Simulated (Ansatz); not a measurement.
C$_{4}$H$_{8}$AlN (`C=C(C)[C](=N)[AlH2]`) at its PBE0-D4/def2-TZVP geometry, where that method's forces vanish. Charge 0, multiplicity 1.

```xyz
14

C    -0.9220   -1.7568   -0.6763
C    -0.5110   -0.6481   -0.0645
C    -1.1763   -0.1089    1.1624
C     0.6529    0.1254   -0.5825
N     1.2628   -0.2960   -1.6285
Al    1.3847    1.7951    0.2085
H    -1.7681   -2.3253   -0.3068
H    -0.4111   -2.1119   -1.5634
H    -2.0139   -0.7355    1.4700
H    -0.4750   -0.0442    2.0016
H    -1.5548    0.9061    0.9980
H     2.0382    0.3183   -1.8836
H     2.6195    2.3252   -0.6398
H     0.8741    2.5565    1.5050
```

Q: What forces (eV/Å) does r2SCAN-D4/def2-TZVPP give on these atoms in Ansatz 0.2.0? (Estimate.)

A: The calculation gave: 
```
C1  -0.101 -0.248 -0.127
C2   0.061  0.112  0.041
C3  -0.070  0.019  0.092
C4  -0.129  0.200  0.323
N5   0.175 -0.190 -0.363
Al6  0.021  0.057  0.031
H7   0.010  0.006 -0.005
H8  -0.013  0.005  0.019
H9   0.012  0.011 -0.003
H10 -0.005  0.014 -0.011
H11  0.016 -0.004  0.009
H12  0.033  0.026 -0.012
H13 -0.024 -0.010  0.018
H14  0.014  0.003 -0.012
```
